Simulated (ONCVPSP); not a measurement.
**Potentials for Ta compared**

Generated with ld1.x 7.5 (TM, RRKJ, ultrasoft, PAW), atompaw 4.2 or ONCVPSP 4.0.1. The cutoff is in Ry: for ld1.x and atompaw files where the sum of valence levels is converged to 10 mRy in a Bessel basis, for ONCV files where the hardest occupied wave has 1 mHa per electron of residual kinetic energy. The error is the largest all-electron minus pseudo excitation energy over each file’s own four to seven test configurations (ionisations up to +4, promotions, holes and added fractions of an electron), all of which were solved. The labels leave out finer settings (local radius, basis sizes, second energies), which also bear on the numbers. Spin-polarised tests are not counted. The rows are a selection from randomly drawn settings: files with unsolved tests, undetermined cutoffs or missed reference levels are left out.

A true bound ghost makes a file unfit for plane-wave use even where its test errors are small: the radial tests pick states by their node count and pass the ghost by.

| potential | cutoff (Ry) | largest error (meV) | bound ghosts |
| --- | --- | --- | --- |
| ONCV, BLYP, scalar-relativistic, rc 1.95/2.30/2.55/2.70 (spdf), local smoothed, core correction yes, reference 5s2 5p6 5d3 6s1.75 6p0.25, qcut 5.8/5.8/6.8/4.7, projectors 2/2/2/2 | 26 | -18 | none |
| ONCV, PBE, fully relativistic, rc 2.10/2.15/2.45 (spd), local smoothed, core correction no, reference 5s2 5p6 5d3 6s2, qcut 5.1/6.6/5.2, projectors 2/2/2 | 26 | +15 | none |
| ONCV, PBEsol, scalar-relativistic, rc 2.10/1.90/2.60 (spd), local smoothed, core correction yes, reference 5s2 5p6 5d3 6s1, qcut 7.4/8/7.3, projectors 3/3/2 | 32 | -65 | none |
| ONCV, PBEsol, scalar-relativistic, rc 2.90/1.65/2.25 (spd), local smoothed, core correction no, reference 5p6 5d3 6s2, qcut 2.4/9.1/8.1, projectors 2/1/2 | 51 | +85 | s |

(1) Fill in the row for Ta: ONCV, PBE, scalar-relativistic, rc 1.75/1.85/1.75 (spd), local d, core correction no, reference 5s2 5p6 5d3 6s1, qcut 8.3/6.5/5, projectors 2/3/0.

(2) Fill in the row for Ta: ONCV, LDA (Perdew-Wang 92), scalar-relativistic, rc 1.60/2.00/1.70 (spd), local smoothed, core correction no, reference 5s2 5p6 5d3 6s2, qcut 7.4/6.1/4.8, projectors 2/2/3.

Answers

(1) cutoff 48 Ry, largest error +5.8 meV, bound ghosts: none.

(2) cutoff 42 Ry, largest error -11 meV, bound ghosts: none.
